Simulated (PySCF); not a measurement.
Radial density of Ga¹³⁺ (gallium, charge +13)

UHF, [Ar], closed-shell 1S. All numbers are calculated (PySCF 2.14, scalar relativity by spin-free X2C-1e, in an even-tempered Gaussian basis (19 s from 0.93 bohr⁻², ratio 2.5; 12 p from 1.2 bohr⁻², ratio 2.5; 5 d from 7.8 bohr⁻², ratio 2.7; 4 f from 12 bohr⁻², ratio 2.7)).

| r (bohr) | 4πr²ρ (e/bohr) |
| --- | --- |
| 0.000986 | 0.3676 |
| 0.00166 | 0.9201 |
| 0.00279 | 2.248 |
| 0.00469 | 5.263 |
| 0.00789 | 11.44 |
| 0.0133 | 21.93 |
| 0.0223 | 34.00 |
| 0.0375 | 37.97 |
| 0.0631 | 31.61 |
| 0.106 | 37.83 |
| 0.179 | 41.10 |
| 0.300 | 16.12 |
| 0.505 | 17.80 |
| 0.850 | 5.630 |
| 1.43 | 0.07030 |
| 2.41 | 2.456e-05 |

Densities and radii are taken from the X2C orbitals without a picture-change correction, which distorts them close to the nucleus.
